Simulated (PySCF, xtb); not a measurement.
C₆H₈N₂, SMILES c1cc(ccc1N)N.

GFN2-xTB in xtb at its own geometry gives an orbital gap of 3.45 eV and a dipole moment of 0.00 D.

The structure is a stationary point at PBE0-D3(BJ)/def2-SVP. The values are those of a single conformer.

What does HF/def2-TZVP (PySCF) give? (Estimate from the structure and the level; the computed values follow.)

gap 10.47 eV (levels -7.08 and 3.39 eV), dipole 0.00 D.
